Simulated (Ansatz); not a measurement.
Ansatz (a first-principles code) input:

Ansatz 0.2 input:
```yaml
crystal:
  periodic: [false, false, false]
  atoms:
    - {symbol: N, position_ang: [-1.19171291, -0.75422035, 0.09006449]}
    - {symbol: B, position_ang: [-0.00916097, 0.18464661, 0.02655541]}
    - {symbol: N, position_ang: [1.25786872, -0.57920244, -0.28183402]}
    - {symbol: O, position_ang: [-0.07269862, 1.46529819, 0.21073552]}
    - {symbol: H, position_ang: [-2.06483964, -0.25215404, 0.00284765]}
    - {symbol: H, position_ang: [-1.17973072, -1.52116936, -0.57165795]}
    - {symbol: H, position_ang: [1.32955430, -1.49864348, 0.13735602]}
    - {symbol: H, position_ang: [2.07931916, -0.03969221, -0.04482025]}
basis:
  gaussian:
    orbitals: aug-cc-pVQZ
total_charge: -1
magnetization: {spin_polarized: false}
correlation: {method: ccsd_t, electrons: outside_noble_gas}
```

**Question.** What final total energy does it print?

**Answer.** -211.88130 Eh (CCSD(T)/aug-cc-pVQZ). The basis has 504 functions.

It need not be the lowest isomer of its formula. Whether it binds its extra electron was not tested at this geometry.
